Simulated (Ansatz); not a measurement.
C2H6F3MoNO (`C[N]=[Mo]([F])([F])([F])[O]C`), relaxed with RKS PBE0-D4/def2-TZVP in the Gaussian-basis code of Ansatz from a PBE-D4/def2-SVP geometry. The force threshold is 0.005 eV/Å; the program also tests the step.

Charge 0, multiplicity 1. Mo: def2 effective core potential.

Start:

```xyz
14

C    -2.367    0.317    0.343
N    -1.075   -0.192    0.618
Mo    0.491   -0.814    0.895
F     0.666   -1.926   -0.636
F     0.253   -2.440    1.819
F     1.002   -0.064    2.539
O     1.672    0.321   -0.009
C     1.846    0.771   -1.326
H    -2.498    0.494   -0.748
H    -3.145   -0.406    0.678
H    -2.531    1.279    0.879
H     1.750   -0.092   -2.024
H     1.080    1.534   -1.591
H     2.856    1.217   -1.438
```

How much energy does the relaxation release, and in how many steps? (An estimate is asked.)

The calculation gave: 0.09 eV, in 26 steps, 3 of them rejected.

Which bonds change most? (Estimate.)

The calculation gave: N2–Mo3 from 1.708 to 1.681 Å; Mo3–O7 from 1.871 to 1.845 Å; C1–H11 from 1.113 to 1.094 Å; C1–H10 from 1.113 to 1.094 Å.

Give the relaxed structure. (Estimate.)

Ansatz gave: 
```xyz
14

C    -2.348    0.310    0.327
N    -1.064   -0.210    0.606
Mo    0.474   -0.841    0.858
F     0.635   -1.886   -0.703
F     0.253   -2.494    1.700
F     0.979   -0.175    2.521
O     1.657    0.301    0.021
C     1.831    0.816   -1.268
H    -2.673   -0.023   -0.663
H    -3.064   -0.044    1.074
H    -2.324    1.404    0.346
H     1.753    0.001   -1.995
H     1.068    1.570   -1.486
H     2.822    1.271   -1.337
```
